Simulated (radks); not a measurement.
Values are calculated unless marked as measured or tabulated.
Dipole-allowed excitations along the series with 3 electrons in [He] 2s1. Level of theory: non-relativistic Kohn-Sham, LB94 model potential, spin-polarised, spherical densities, point nucleus; open shells are filled with parallel spins first (a radial shooting solver on a logarithmic mesh with Libxc functionals). Time-dependent linear response with the Hartree and adiabatic LDA kernel, continuum included through the Sternheimer equations. Lines are the poles of the dipole polarisability below minus the highest occupied eigenvalue, found on a grid refined at the orbital gaps; the lowest seven at most are given, and weak or close lines can be missed. The first line takes the name of the lowest orbital gap if no other gap lies below it; otherwise a line is named after a gap within 0.6 % of it, if that gap stands alone.

species  -e(HOMO) (eV)  lowest orbital gap (eV)  first line (eV)      f  strongest line (eV)  its f  static alpha (bohr^3)
N4+             97.053              2s-2p 8.813    9.586 (2s-2p)  0.199  57.454 (unassigned)  0.286                  1.699
O5+             137.04             2s-2p 10.543   11.456 (2s-2p)  0.169  80.377 (unassigned)  0.307                  1.005
F6+             183.83             2s-2p 12.270   13.321 (2s-2p)  0.147  107.08 (unassigned)  0.322                 0.6437
Ne7+            237.42             2s-2p 13.995   15.183 (2s-2p)  0.130  137.57 (unassigned)  0.334                 0.4367
Mg9+            365.00             2s-2p 17.440   18.902 (2s-2p)  0.106  209.87 (unassigned)  0.352                 0.2276
